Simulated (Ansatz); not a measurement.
Input and output for C2H8AlFSi (`C[SiH]([AlH2])CF`).

```yaml
crystal:
  periodic: [false, false, false]
  atoms:
    - {symbol: C, position_ang: [-1.300200, -0.767089, 0.590750]}
    - {symbol: Si, position_ang: [0.015139, 0.196355, 0.494755]}
    - {symbol: Al, position_ang: [2.077581, -0.987843, -0.161260]}
    - {symbol: C, position_ang: [-0.336385, 1.460781, -0.913435]}
    - {symbol: F, position_ang: [-1.457949, 2.194257, -0.445005]}
    - {symbol: H, position_ang: [-2.258264, -0.357871, 0.818297]}
    - {symbol: H, position_ang: [-1.776639, -1.645033, -0.337612]}
    - {symbol: H, position_ang: [-1.239343, -1.529345, 1.287857]}
    - {symbol: H, position_ang: [0.417766, 0.885168, 1.725459]}
    - {symbol: H, position_ang: [3.264295, -0.328319, -1.167624]}
    - {symbol: H, position_ang: [2.570571, -2.401104, 0.452714]}
    - {symbol: H, position_ang: [0.502465, 2.199157, -0.947355]}
    - {symbol: H, position_ang: [-0.497668, 1.027356, -1.852257]}
basis:
  gaussian: {orbitals: def2-mTZVPP, final_grid: {core_spheres: 20, valence_spheres: 16, degree: 47}}
hamiltonian: {xc: {name: B2GP-PLYP}}
output: {forces: true}
```

```sh
$ ansatz run in.yaml --threads 4 --pin off --events-out ev --progress --plain --max-ram 10444MiB
```

Shortened log:

```
Functional definition: B2GP-PLYP
1393 factors; integrals over basis functions are off by at most 1.2e-3 eV
mean field evaluation 1: about -19368.8397 eV, gradient 4.2e1 eV
mean field evaluation 2: about -19368.8660 eV, gradient 4.2e1 eV
mean field evaluation 4: about -19372.8154 eV, gradient 3.2e0 eV
mean field evaluation 8: about -19372.8432 eV, gradient 3.4e-1 eV
mean field evaluation 16: about -19372.8435 eV, gradient 1.2e-4 eV
mean field -19372.84351684 eV, -711.9388678590 hartree, gradient 7.1e-6 eV, S^2 0.000000; 0 other end points of the search recorded, 0 dependent functions left out
13 core orbitals not correlated: weight in the atoms' cores, before any rotation towards them, 1.000 or more for the frozen orbitals, at most 0.000 for the correlated occupied ones
reference -19372.84366472 eV, -711.9388732935 hartree; 15, 15 occupied and 123, 123 virtual orbitals, 1393 factors
second order -21.47103143 eV of doubles, -0.00000000 eV of singles
Total energy: -19380.57323604 eV, -712.2229298001 hartree
Atom 0 at    -1.300200    -0.767089     0.590750 Å, force    -8.193463    -7.086457    -2.772090 eV/Å
Atom 1 at     0.015139     0.196355     0.494755 Å, force     6.125867     3.781120    -2.410732 eV/Å
Atom 2 at     2.077581    -0.987843    -0.161260 Å, force     1.381842    -0.054397    -0.414566 eV/Å
Atom 3 at    -0.336385     1.460781    -0.913435 Å, force     1.654645     1.467984     2.940114 eV/Å
Atom 4 at    -1.457949     2.194257    -0.445005 Å, force    -0.274296    -0.053607    -0.598595 eV/Å
Atom 5 at    -2.258264    -0.357871     0.818297 Å, force    -0.574365     1.013155     0.228932 eV/Å
Atom 6 at    -1.776639    -1.645033    -0.337612 Å, force     2.142840     3.125716     2.055933 eV/Å
Atom 7 at    -1.239343    -1.529345     1.287857 Å, force     0.567857    -1.434338     1.996580 eV/Å
Atom 8 at     0.417766     0.885168     1.725459 Å, force    -0.332429     0.255475     0.287259 eV/Å
Atom 9 at     3.264295    -0.328319    -1.167624 Å, force    -0.951153    -0.354695     0.618776 eV/Å
Atom 10 at     2.570571    -2.401104     0.452714 Å, force    -0.304991     0.342289    -0.148584 eV/Å
Atom 11 at     0.502465     2.199157    -0.947355 Å, force    -0.663556    -0.559653    -0.375508 eV/Å
Atom 12 at    -0.497668     1.027356    -1.852257 Å, force    -0.578797    -0.442592    -1.407520 eV/Å
Dipole moment:    -0.131229    -0.303028     0.021396 e Å
```

It took 9.5 s on 4 threads of an Arm Neoverse V2 on a shared host, with 0.55 GiB of host memory at the peak.
